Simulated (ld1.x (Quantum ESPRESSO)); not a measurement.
# Building the TM potential for gold (LDA (PZ), scalar-relativistic).

The input file (ld1.x (Quantum ESPRESSO) 7.5):

```
&input
   title='Au', zed=79., rel=1, dft='PZ', iswitch=3,
   config='[Xe] 4f14 5d10 6s0 6p0',
   nld=3, rlderiv=2.00, eminld=-11.0, emaxld=5.0, deld=0.04
 /
 &inputp
   pseudotype=2, tm=.true., lloc=-1, rcloc=1.85,
   nlcc=.false.,
   file_pseudopw='Au.UPF', file_wfcaegen='ae.wfc', file_wfcncgen='nc.wfc', file_beta='beta', file_chi='chi'
 /
3
5S  1  0   2.00   0.00  1.20  1.20  0.0
5P  2  1   6.00   0.00  1.30  1.30  0.0
5D  3  2  10.00   0.00  1.85  1.85  0.0
 &test
   configts(1)='5s2 5p6 5d10 6s0 6p0'
 /
```

Command:

```bash
ld1.x < Au.in > Au.out
```

Resulting log (shortened: banner, matrices, multipoles, cross overlaps and the repeated all-electron block are left out):

```
Program LD1 v.7.5
     --------------------------- All-electron run ----------------------------

     Au
     scalar relativistic calculation

     atomic number is 79.00
     dft =PZ   lsd =0 sic =0 latt =0  beta=0.20 tr2=1.0E-14
     Exchange-correlation= PZ
                           (   1   1   0   0   0   0   0)
     mesh =1279 r(mesh) = 100.03820 a.u. xmin = -7.00 dx = 0.01250
     1 Ry =  13.60569312 eV, c = 137.03599908

     n l     nl                  e(Ry)          e(Ha)          e(eV)
     1 0     1S 1( 2.00)     -5933.7095     -2966.8547    -80732.2305
     2 0     2S 1( 2.00)     -1047.5413      -523.7706    -14252.5248
     2 1     2P 1( 6.00)      -905.9376      -452.9688    -12325.9094
     3 0     3S 1( 2.00)      -247.7008      -123.8504     -3370.1413
     3 1     3P 1( 6.00)      -206.6399      -103.3199     -2811.4787
     4 0     4S 1( 2.00)       -54.2063       -27.1031      -737.5139
     4 1     4P 1( 6.00)       -40.7398       -20.3699      -554.2931
     3 2     3D 1(10.00)      -162.7333       -81.3667     -2214.0997
     5 0     5S 1( 2.00)        -8.6250        -4.3125      -117.3488
     5 1     5P 1( 6.00)        -5.0474        -2.5237       -68.6729
     4 2     4D 1(10.00)       -24.5782       -12.2891      -334.4034
     4 3     4F 1(14.00)        -6.6237        -3.3119       -90.1206
     5 2     5D 1(10.00)        -1.1481        -0.5740       -15.6201
     6 0     6S 1( 0.00)        -0.9998        -0.4999       -13.6028
     6 1     6P 1( 0.00)        -0.5063        -0.2532        -6.8891

     final scf error:  6.4E-15 reached in  28 iterations

     Etot =  -38002.022189 Ry,  -19001.011095 Ha, -517043.851962 eV

     Ekin =   42520.000340 Ry,   21260.000170 Ha,  578514.076217 eV
     Encl =  -94540.134968 Ry,  -47270.067484 Ha,-1286284.064182 eV
     Eh   =   14721.301803 Ry,    7360.650901 Ha,  200293.514699 eV
     Exc  =    -703.189364 Ry,    -351.594682 Ha,   -9567.378696 eV

     normalization and overlap integrals

     s(1S/1S) =  1.000000  <r> =   0.0169  <r2> =    0.0004  r(max) =   0.0104
     s(2S/2S) =  1.000000  <r> =   0.0712  <r2> =    0.0060  r(max) =   0.0604
     s(2P/2P) =  1.000000  <r> =   0.0643  <r2> =    0.0050  r(max) =   0.0501
     s(3S/3S) =  1.000000  <r> =   0.1840  <r2> =    0.0387  r(max) =   0.1704
     s(3P/3P) =  1.000000  <r> =   0.1852  <r2> =    0.0398  r(max) =   0.1683
     s(4S/4S) =  1.000000  <r> =   0.4073  <r2> =    0.1872  r(max) =   0.3841
     s(4P/4P) =  1.000000  <r> =   0.4339  <r2> =    0.2140  r(max) =   0.4038
     s(3D/3D) =  1.000000  <r> =   0.1677  <r2> =    0.0329  r(max) =   0.1378
     s(5S/5S) =  1.000000  <r> =   0.9261  <r2> =    0.9629  r(max) =   0.8441
     s(5P/5P) =  1.000000  <r> =   1.0724  <r2> =    1.3027  r(max) =   0.9565
     s(4D/4D) =  1.000000  <r> =   0.4586  <r2> =    0.2431  r(max) =   0.4088
     s(4F/4F) =  1.000000  <r> =   0.4987  <r2> =    0.3017  r(max) =   0.3746
     s(5D/5D) =  1.000000  <r> =   1.5769  <r2> =    2.9635  r(max) =   1.2129
     s(6S/6S) =  1.000000  <r> =   2.6140  <r2> =    7.7342  r(max) =   2.2379
     s(6P/6P) =  1.000000  <r> =   3.5560  <r2> =   14.4383  r(max) =   2.9834

     ------------------------ End of All-electron run ------------------------

     --------------------- Generating NC pseudopotential ---------------------

      Generating local potential from pseudized AE potential:
      Matching radius rcloc =   1.8500

      Local pseudo, rcloc= 1.832 Estimated cut-off energy=     7.28 Ry

      Wfc   5S  rcut= 1.198  Using Troullier-Martins method

      Wfc   5P  rcut= 1.291  Using Troullier-Martins method

      Wfc   5D  rcut= 1.832  Using Troullier-Martins method

     ------------------- End of pseudopotential generation -------------------

     Computing logarithmic derivative in   2.01239

       Warning: n=2, l=0 expected 1 nodes, found 2
       Setting wfc to zero for this iteration
       (This warning will only be printed once per wavefunction)

     Computing logarithmic derivative in   2.01239
     Computing the partial wave expansion
     R is outside the sphere for l=    0 j= 0.00
     R is outside the sphere for l=    1 j= 0.00
     R is outside the sphere for l=    2 j= 0.00

     ---------------------- Testing the pseudopotential ----------------------

     Au
     scalar relativistic calculation

     atomic number is 79.00   valence charge is 19.00
     dft =PZ   lsd =0 sic =0 latt =0  beta=0.20 tr2=1.0E-14
     mesh =1279 r(mesh) = 100.03820 xmin = -7.00 dx = 0.01250

     n l     nl             e AE (Ry)        e PS (Ry)    De AE-PS (Ry)
     1 0     5S   1( 2.00)       -8.62498       -8.62502        0.00004
     2 1     5P   1( 6.00)       -5.04736       -5.04741        0.00004
     3 2     5D   1(10.00)       -1.14806       -1.14806        0.00000
     2 0     6S   1( 0.00)       -0.99979       -0.99979        0.00000
     3 1     6P   1( 0.00)       -0.50634       -0.50952        0.00318

     eps = 8.3E-17  iter =  6

     Etot =  -38002.022189 Ry,  -19001.011095 Ha, -517043.851962 eV
     Etotps =  -272.132888 Ry,    -136.066444 Ha,   -3702.556560 eV

     Ekin =      86.159881 Ry,      43.079941 Ha,    1172.264904 eV
     Encl =    -530.822552 Ry,    -265.411276 Ha,   -7222.208750 eV
     Ehrt =     220.811660 Ry,     110.405830 Ha,    3004.295689 eV
     Ecxc =     -24.570885 Ry,     -12.285443 Ha,    -334.303925 eV
     Epseu=     -23.710992 Ry,     -11.855496 Ha,    -322.604479 eV

     ---------------------- End of pseudopotential test ----------------------
```

Note: ghost state, extra bound levels that the all-electron valence spectrum of the same l lacks: s at -52.9 eV. A true bound ghost makes a file unfit for plane-wave use.

Generation and configuration tests took about 3.5 s on one core of a shared server CPU.

Transferability test of the new file with ld1.x, input:

```
&input
   title='Au', zed=79., rel=1, dft='PZ', iswitch=2,
   config='[Xe] 4f14 5d10 6s0 6p0'
 /
 &test
   file_pseudo='Au.UPF', nconf=10,
   configts(1)='5s2 5p6 5d10 6s0 6p0',
   configts(2)='5s2 5p6 5d10 6s1 6p0',
   configts(3)='5s2 5p6 5d9 6s0 6p0',
   configts(4)='5s2 5p6 5d8 6s0 6p0',
   configts(5)='5s2 5p6 5d9 6s1 6p0',
   configts(6)='5s2 5p6 5d10 6s0.5 6p0',
   configts(7)='5s2 5p6 5d10 6s0 6p1',
   configts(8)='5s2 5p6 5d9 6s2 6p0',
   configts(9)='5s2 5p6 5d10 6s1 6p0', lsdts(9)=1,
   configts(10)='5s2 5p6 5d9 6s0 6p0', lsdts(10)=1
 /
```

```bash
ld1.x < Au.test.in > Au.test.out
```

Pseudopotential blocks of its output, shortened (energy terms left out; the distinct warnings before each block abridged to one line each):

```
     Warning: n=2, l=0 expected 1 nodes, found 2
     ---------------------- Testing the pseudopotential ----------------------

     n l     nl             e AE (Ry)        e PS (Ry)    De AE-PS (Ry)
     1 0     5S   1( 2.00)       -8.62498       -8.62502        0.00004
     2 1     5P   1( 6.00)       -5.04736       -5.04741        0.00004
     3 2     5D   1(10.00)       -1.14806       -1.14806        0.00000
     2 0     6S   1( 0.00)       -0.99979       -0.99979        0.00000
     3 1     6P   1( 0.00)       -0.50634       -0.50952        0.00318

     eps = 5.8E-18  iter =  6

     Etot =  -38002.022189 Ry,  -19001.011095 Ha, -517043.851962 eV
     Etotps =  -272.132888 Ry,    -136.066444 Ha,   -3702.556557 eV

     ---------------------- End of pseudopotential test ----------------------

          BEWARE! Errors in PS-KS equations
     Warning: n=1, l=0 expected 0 nodes, found 1
     Warning: n=2, l=1 expected 0 nodes, found 1
     ---------------------- Testing the pseudopotential ----------------------

     n l     nl             e AE (Ry)        e PS (Ry)    De AE-PS (Ry)
     1 0     5S   1( 2.00)       -7.99519       -8.62502        0.62983  !
     2 1     5P   1( 6.00)       -4.41443       -5.04741        0.63297  !
     3 2     5D   1(10.00)       -0.52309       -1.14806        0.62497  !
     2 0     6S   1( 1.00)       -0.44762       -0.44762        0.00000
     3 1     6P   1( 0.00)       -0.06516       -0.06050       -0.00467

     eps = 8.4E-15  iter = 30

     Etot =  -38002.740594 Ry,  -19001.370297 Ha, -517053.626358 eV
     Etotps =  -272.580511 Ry,    -136.290255 Ha,   -3708.646777 eV
     dEtot_ae =      -0.718405 Ry
     dEtot_ps =      -0.447623 Ry,   Delta E=      -0.270782 Ry

     ---------------------- End of pseudopotential test ----------------------

          ---------------------- Testing the pseudopotential ----------------------

     n l     nl             e AE (Ry)        e PS (Ry)    De AE-PS (Ry)
     1 0     5S   1( 2.00)       -9.58870       -9.58895        0.00025
     2 1     5P   1( 6.00)       -5.99844       -5.99873        0.00029
     3 2     5D   1( 9.00)       -2.03052       -2.03068        0.00016
     2 0     6S   1( 0.00)       -1.70315       -1.70315        0.00000
     3 1     6P   1( 0.00)       -1.08926       -1.09567        0.00640  !

     eps = 3.6E-15  iter = 12

     Etot =  -38000.441906 Ry,  -19000.220953 Ha, -517022.351110 eV
     Etotps =  -270.552292 Ry,    -135.276146 Ha,   -3681.051463 eV
     dEtot_ae =       1.580283 Ry
     dEtot_ps =       1.580595 Ry,   Delta E=      -0.000312 Ry

     ---------------------- End of pseudopotential test ----------------------

          ---------------------- Testing the pseudopotential ----------------------

     n l     nl             e AE (Ry)        e PS (Ry)    De AE-PS (Ry)
     1 0     5S   1( 2.00)      -10.66342      -10.66386        0.00045
     2 1     5P   1( 6.00)       -7.05433       -7.05484        0.00051
     3 2     5D   1( 8.00)       -3.00733       -3.00763        0.00030
     2 0     6S   1( 0.00)       -2.47646       -2.47646        0.00000
     3 1     6P   1( 0.00)       -1.75223       -1.76344        0.01121  !

     eps = 1.1E-15  iter = 11

     Etot =  -37997.930679 Ry,  -18998.965339 Ha, -516988.184126 eV
     Etotps =  -268.040217 Ry,    -134.020109 Ha,   -3646.872943 eV
     dEtot_ae =       4.091510 Ry
     dEtot_ps =       4.092670 Ry,   Delta E=      -0.001160 Ry

     ---------------------- End of pseudopotential test ----------------------

          BEWARE! Errors in PS-KS equations
     Warning: n=3, l=2 expected 0 nodes, found 1
     ---------------------- Testing the pseudopotential ----------------------

     n l     nl             e AE (Ry)        e PS (Ry)    De AE-PS (Ry)
     1 0     5S   1( 2.00)       -8.85944       -9.58895        0.72951  !
     2 1     5P   1( 6.00)       -5.26861       -5.99873        0.73013  !
     3 2     5D   1( 9.00)       -1.31792       -2.03068        0.71276  !
     2 0     6S   1( 1.00)       -1.08260       -1.08260        0.00000
     3 1     6P   1( 0.00)       -0.55912       -0.42415       -0.13497  !

     eps = 3.4E-15  iter = 55

     Etot =  -38001.831099 Ry,  -19000.915549 Ha, -517041.252042 eV
     Etotps =  -271.634889 Ry,    -135.817444 Ha,   -3695.780937 eV
     dEtot_ae =       0.191091 Ry
     dEtot_ps =       0.497999 Ry,   Delta E=      -0.306908 Ry

     ---------------------- End of pseudopotential test ----------------------

          BEWARE! Errors in PS-KS equations
     ---------------------- Testing the pseudopotential ----------------------

     n l     nl             e AE (Ry)        e PS (Ry)    De AE-PS (Ry)
     1 0     5S   1( 2.00)       -8.29894       -8.62502        0.32608  !
     2 1     5P   1( 6.00)       -4.71984       -5.04741        0.32757  !
     3 2     5D   1(10.00)       -0.82550       -1.14806        0.32256  !
     2 0     6S   1( 0.50)       -0.71616       -0.71616        0.00000
     3 1     6P   1( 0.00)       -0.27471       -0.14381       -0.13090  !

     eps = 4.6E-16  iter = 20

     Etot =  -38002.450479 Ry,  -19001.225240 Ha, -517049.679143 eV
     Etotps =  -272.490967 Ry,    -136.245483 Ha,   -3707.428473 eV
     dEtot_ae =      -0.428290 Ry
     dEtot_ps =      -0.358079 Ry,   Delta E=      -0.070211 Ry

     ---------------------- End of pseudopotential test ----------------------

          ---------------------- Testing the pseudopotential ----------------------

     n l     nl             e AE (Ry)        e PS (Ry)    De AE-PS (Ry)
     1 0     5S   1( 2.00)       -8.15267       -8.14991       -0.00276
     2 1     5P   1( 6.00)       -4.57337       -4.57085       -0.00252
     3 2     5D   1(10.00)       -0.67520       -0.67303       -0.00216
     2 0     6S   1( 0.00)       -0.56243       -0.56243        0.00000
     3 1     6P   1( 1.00)       -0.14804       -0.14873        0.00070

     eps = 7.6E-15  iter = 17

     Etot =  -38002.343813 Ry,  -19001.171907 Ha, -517048.227878 eV
     Etotps =  -272.456433 Ry,    -136.228217 Ha,   -3706.958622 eV
     dEtot_ae =      -0.321624 Ry
     dEtot_ps =      -0.323546 Ry,   Delta E=       0.001922 Ry

     ---------------------- End of pseudopotential test ----------------------

          BEWARE! Errors in PS-KS equations
     ---------------------- Testing the pseudopotential ----------------------

     n l     nl             e AE (Ry)        e PS (Ry)    De AE-PS (Ry)
     1 0     5S   1( 2.00)       -8.20610       -9.58895        1.38285  !
     2 1     5P   1( 6.00)       -4.61362       -5.99873        1.38512  !
     3 2     5D   1( 9.00)       -0.67311       -2.03068        1.35757  !
     2 0     6S   1( 2.00)       -0.51174       -0.51174        0.00000
     3 1     6P   1( 0.00)       -0.09155       -0.11902        0.02747  !

     eps = 9.2E-15  iter = 71

     Etot =  -38002.622901 Ry,  -19001.311451 Ha, -517052.025067 eV
     Etotps =  -271.575763 Ry,    -135.787882 Ha,   -3694.976497 eV
     dEtot_ae =      -0.600712 Ry
     dEtot_ps =       0.557124 Ry,   Delta E=      -1.157836 Ry

     ---------------------- End of pseudopotential test ----------------------

          BEWARE! Errors in PS-KS equations
     ---------------------- Testing the pseudopotential ----------------------

     n l     nl             e AE (Ry)        e PS (Ry)    De AE-PS (Ry)
     1 0     5S   1( 1.00)       -7.99395       -8.62502        0.63107  !
     2 1     5P   1( 3.00)       -4.41409       -5.04741        0.63331  !
     3 2     5D   1( 5.00)       -0.52987       -1.14806        0.61819  !
     2 0     6S   1( 1.00)       -0.46498       -0.46498        0.00000
     3 1     6P   1( 0.00)       -0.07670       -0.06050       -0.01621  !
     1 0     5S   2( 1.00)       -7.99235       -8.62502        0.63267  !
     2 1     5P   2( 3.00)       -4.41079       -5.04741        0.63662  !
     3 2     5D   2( 5.00)       -0.51228       -1.14806        0.63579  !
     2 0     6S   2( 0.00)       -0.42529       -0.42529        0.00000
     3 1     6P   2( 0.00)       -0.04980       -0.06050        0.01069  !

     eps = 5.2E-15  iter = 29

     Etot =  -38002.750419 Ry,  -19001.375209 Ha, -517053.760025 eV
     Etotps =  -272.597869 Ry,    -136.298934 Ha,   -3708.882948 eV
     dEtot_ae =      -0.728229 Ry
     dEtot_ps =      -0.464981 Ry,   Delta E=      -0.263248 Ry

     ---------------------- End of pseudopotential test ----------------------

          ---------------------- Testing the pseudopotential ----------------------

     n l     nl             e AE (Ry)        e PS (Ry)    De AE-PS (Ry)
     1 0     5S   1( 1.00)       -9.60468       -9.61039        0.00570  !
     2 1     5P   1( 3.00)       -6.01742       -6.02174        0.00432
     3 2     5D   1( 5.00)       -2.05044       -2.05237        0.00193
     2 0     6S   1( 0.00)       -1.71487       -1.71487        0.00000
     3 1     6P   1( 0.00)       -1.09631       -1.10298        0.00667  !
     1 0     5S   2( 1.00)       -9.57102       -9.56526       -0.00576  !
     2 1     5P   2( 3.00)       -5.97770       -5.97347       -0.00423
     3 2     5D   2( 4.00)       -2.00893       -2.00703       -0.00190
     2 0     6S   2( 0.00)       -1.69042       -1.69042        0.00000
     3 1     6P   2( 0.00)       -1.08158       -1.08767        0.00608  !

     eps = 2.5E-15  iter = 16

     Etot =  -38000.452273 Ry,  -19000.226136 Ha, -517022.492159 eV
     Etotps =  -270.563621 Ry,    -135.281811 Ha,   -3681.205601 eV
     dEtot_ae =       1.569917 Ry
     dEtot_ps =       1.569266 Ry,   Delta E=       0.000650 Ry

     ---------------------- End of pseudopotential test ----------------------
```
